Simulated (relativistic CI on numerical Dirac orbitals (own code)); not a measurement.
## Crystal-field levels of Mo⁴⁺, 4d2

Calculated by Dirac-Coulomb-Breit CI, KLI orbitals optimised for each configuration, model QED (radiative potential, 1s self-energy scaled to tabulated hydrogen-like ionisation energies), valence Slater integrals scaled by 0.75, one configuration in a parametric crystal field (own radial code).

Field parameters in Wybourne normalisation: Oh B⁴₀ = 21Dq, B⁴₄ = √(5/14) B⁴₀. The field is a parameter set, without covalency.

S is read from ⟨S²⟩ = S(S + 1).

Site symmetry Oh; labels are those of the double group. Computed levels in cm⁻¹ above the lowest, in rising order:

| Δ (size of 10Dq) | Lowest | No. 2 | No. 3 | No. 4 | No. 5 | No. 6 | No. 7 | No. 8 |
| --- | --- | --- | --- | --- | --- | --- | --- | --- |
| 7250 | E | 178 T2 | 1458 T1 | 2134 A1 | 6757 T2 | 6921 A2 | 7649 T1 | 7778 E |
| 13050 | E | 98 T2 | 1308 T1 | 1886 A1 | 9876 T2 | 10469 E | 12251 A2 | 12828 T2 |
| 18850 | E | 64 T2 | 1221 T1 | 1751 A1 | 10053 T2 | 10305 E | 17796 A2 | 18098 T2 |
| 24650 | E | 46 T2 | 1165 T1 | 1665 A1 | 10025 T2 | 10192 E | 22011 A1 | 23437 A2 |
| 30450 | E | 35 T2 | 1126 T1 | 1605 A1 | 9985 T2 | 10111 E | 22309 A1 | 29127 A2 |
| 36250 | E | 29 T2 | 1097 T1 | 1561 A1 | 9949 T2 | 10050 E | 22503 A1 | 34848 A2 |
| 42050 | E | 24 T2 | 1076 T1 | 1528 A1 | 9918 T2 | 10003 E | 22640 A1 | 40588 A2 |

Ground-state S against |10Dq| in cm⁻¹: 7250: 0.99, 13050: 1.00, 18850: 1.00, 24650: 1.00, 30450: 1.00, 36250: 1.00, 42050: 1.00.

No abrupt spin change occurs in this range.
